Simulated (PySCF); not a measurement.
**Correlation energy of I²⁺ (iodine, charge +2)**

[Kr] 4d10 5s1 5p4, high-spin 4P determinant (an excited configuration). All numbers are calculated (PySCF 2.14, scalar relativity by spin-free X2C-1e, in aug-cc-pVQZ-DK3 (9s8p6d3f2g, 102 functions)). Frozen: [Kr] 4d10; 5 electrons correlated.

| level | correlation energy (mhartree) |
| --- | --- |
| CCSD | -100.72 |
| (T) | -6.47 |
| CCSD(T) | -107.19 |

Diagnostics: T1 = 0.013, D1 = 0.0290, largest double amplitude 0.198.

A double-excitation amplitude exceeds 0.15, a sign of near-degeneracy.

Cost of the coupled-cluster step: of the order of 18 core-seconds, for 5 correlated electrons.
